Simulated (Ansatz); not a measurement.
A nudged elastic band was laid between two geometries of C3H12OSi2 (18 atoms, charge 0, multiplicity 1).

The calculation used Ansatz, RKS B3LYP/STO-3G.

| Item | Value |
| --- | --- |
| movable images | 5 |
| climbing image | yes |
| spring | 5.0 eV/Å² |
| optimiser | quadratic models (default) |
| start path | IDPP |
| force threshold | 0.05 eV/Å |
| iteration limit | 60 |
| end points | relaxed |

Initial state:

```xyz
18
Properties=species:S:1:pos:R:3
C -0.728 -1.886 0.521
C 0.150 -0.752 -0.107
Si 1.831 -0.670 0.751
Si -0.775 0.905 -0.112
C 0.162 2.213 -1.076
O -2.306 0.788 -0.885
H -0.216 -2.861 0.478
H -0.957 -1.680 1.580
H -1.686 -1.998 -0.012
H 0.334 -1.032 -1.157
H 1.667 -0.298 2.137
H 2.485 -1.957 0.696
H 2.683 0.307 0.113
H -0.929 1.329 1.270
H 0.319 1.907 -2.118
H 1.147 2.409 -0.635
H -0.392 3.160 -1.089
H -2.826 0.126 -0.304
```

Final state:

```xyz
18
Properties=species:S:1:pos:R:3
C -0.609 -1.907 0.595
C 0.234 -0.739 -0.020
Si 1.770 -0.412 1.031
Si -0.835 0.805 -0.291
C 0.094 2.130 -1.237
O -2.227 0.468 -1.240
H -0.006 -2.822 0.709
H -1.000 -1.642 1.591
H -1.470 -2.163 -0.045
H 0.582 -1.079 -1.008
H 1.389 0.060 2.342
H 2.538 -1.627 1.187
H 2.610 0.586 0.411
H -1.217 1.313 1.018
H -0.542 3.007 -1.408
H 0.425 1.765 -2.218
H 0.983 2.467 -0.690
H -2.757 -0.200 -0.675
```

Task: Which bonds break or form, and what moves?

Result: No bond is made or broken. The dihedral O6–Si4–C5–H16 goes from 177 to -63°. The two ends are copies of one structure, up to a mirror image or an exchange of like atoms.

Task: What energy profile does the band end with?

Result: The forces met the threshold. The highest image is number 3 of 0 to 6, 0.6 kcal/mol above the ends, which have the same energy within 2 meV. A vibrational analysis at the climbing image gives one clearly imaginary mode, 102i cm⁻¹: a first-order saddle point. Limits of this set-up: minimal basis.

```json
{"image": "0", "path coordinate (Å)": "0.00", "energy (kcal/mol)": "0.0", "dihedral O6–Si4–C5–H16 (°)": "177"}
{"image": "1", "path coordinate (Å)": "0.59", "energy (kcal/mol)": "0.2", "dihedral O6–Si4–C5–H16 (°)": "-163"}
{"image": "2", "path coordinate (Å)": "1.19", "energy (kcal/mol)": "0.4", "dihedral O6–Si4–C5–H16 (°)": "-143"}
{"image": "3", "path coordinate (Å)": "1.78", "energy (kcal/mol)": "0.6", "dihedral O6–Si4–C5–H16 (°)": "-123"}
{"image": "4", "path coordinate (Å)": "2.39", "energy (kcal/mol)": "0.4", "dihedral O6–Si4–C5–H16 (°)": "-103"}
{"image": "5", "path coordinate (Å)": "2.99", "energy (kcal/mol)": "0.1", "dihedral O6–Si4–C5–H16 (°)": "-83"}
{"image": "6", "path coordinate (Å)": "3.59", "energy (kcal/mol)": "0.0", "dihedral O6–Si4–C5–H16 (°)": "-63"}
```

Task: What is the geometry of the highest image?

Result: 
```xyz
18
Properties=species:S:1:pos:R:3
C -0.625 -1.908 0.576
C 0.230 -0.742 -0.026
Si 1.770 -0.445 1.026
Si -0.822 0.819 -0.273
C 0.109 2.146 -1.223
O -2.223 0.510 -1.218
H -0.033 -2.832 0.676
H -1.009 -1.652 1.577
H -1.492 -2.145 -0.063
H 0.571 -1.072 -1.020
H 1.396 0.011 2.345
H 2.528 -1.667 1.161
H 2.617 0.556 0.419
H -1.195 1.306 1.046
H -0.407 2.369 -2.166
H 1.131 1.835 -1.472
H 0.176 3.081 -0.654
H -2.759 -0.159 -0.659
```

Task: What are the harmonic wavenumbers there?

Result: 102i, 41, 119, 136, 210, 224, 239, 260, 276, 313, 363, 596, 714, 760, 786, 839, 860, 871, 911, 1011, 1022, 1077, 1084, 1125, 1129, 1153, 1171, 1245, 1320, 1441, 1528, 1591, 1702, 1703, 1704, 1712, 2603, 2647, 2699, 2703, 3287, 3316, 3347, 3444, 3454, 3480, 3484, 3715 cm⁻¹.

Time of the run: 2 min on 1 thread of Arm Neoverse V1, with other jobs on the host, peak memory 0.14 GiB.
